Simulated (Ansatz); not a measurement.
input.yaml

```yaml
crystal:
  periodic: [false, false, false]
  atoms:
    - { symbol: B, position_ang: [-0.921317, -0.160062, -0.542416] }
    - { symbol: H, position_ang: [0.573395, 1.331575, -0.916035] }
    - { symbol: Cl, position_ang: [-0.739561, -0.932474, -2.155091] }
    - { symbol: Cl, position_ang: [-2.204998, 1.055385, -0.218373] }
    - { symbol: H, position_ang: [1.132584, 0.014419, 0.848005] }
    - { symbol: "N", position_ang: [-0.239487, -0.770965, 0.601449] }
    - { symbol: H, position_ang: [1.14278, 1.216467, -0.365565] }
    - { symbol: F, position_ang: [1.910483, 0.68898, 0.755721] }
    - { symbol: H, position_ang: [0.077515, -1.765807, 0.464489] }
    - { symbol: H, position_ang: [-0.731291, -0.677416, 1.527915] }
magnetization:
  spin_polarized: true
basis:
  gaussian: { orbitals: STO-3G }
hamiltonian:
  xc: pbe
  dispersion: d4
md:
  timestep: 0.5
  n_steps: 200
  ensemble: nve
  temperature: 300.0
  initial_velocities: maxwell_boltzmann
  seed: 7453
```

Run as:

```bash
$ ansatz run input.yaml --threads 1 --pin off --max-ram 2048MiB --backend cpu --events-out ev --progress --plain --runs-dir out
```

Hardware: 1 thread of Intel(R) Xeon(R) Processor @ 2.70GHz, on a shared host.

Roughly how long does this run take, and how much memory?

9.1 min, with a peak of 0.12 GiB, for 201 ionic steps.
